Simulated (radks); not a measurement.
Species: the tellurium ion Te+. Configuration: [Kr] 4d10 5s2 5p3. All-electron calculation, Dirac Kohn-Sham, BLYP, spin-unpolarised, spherical densities, finite nucleus; open shells are shared between the two j in proportion to 2j + 1; Fermi nuclear charge, rms radius 4.7423 fm. Program: a radial shooting solver on a logarithmic mesh with Libxc functionals.

Spin-orbit splittings of the eigenvalues, e(l+1/2) - e(l-1/2), with zeta = 2 splitting/(2l+1) and mean radii in bohr:

shell  occ.  splitting (eV)  zeta (eV)  <r> j=l-1/2  <r> j=l+1/2
2p        6           274.6      183.1       0.1008       0.1064
3p        6               ?          ?       0.3123       0.3237
3d       10           10.70      4.281       0.2947       0.2983
4p        6           9.747      6.498       0.8014       0.8302
4d       10           1.472     0.5888       0.9642       0.9764
5p        3          0.9341     0.6227        2.421        2.523

Estimate the 3p splitting.

Answer. 51.17 eV (zeta = 34.11 eV).
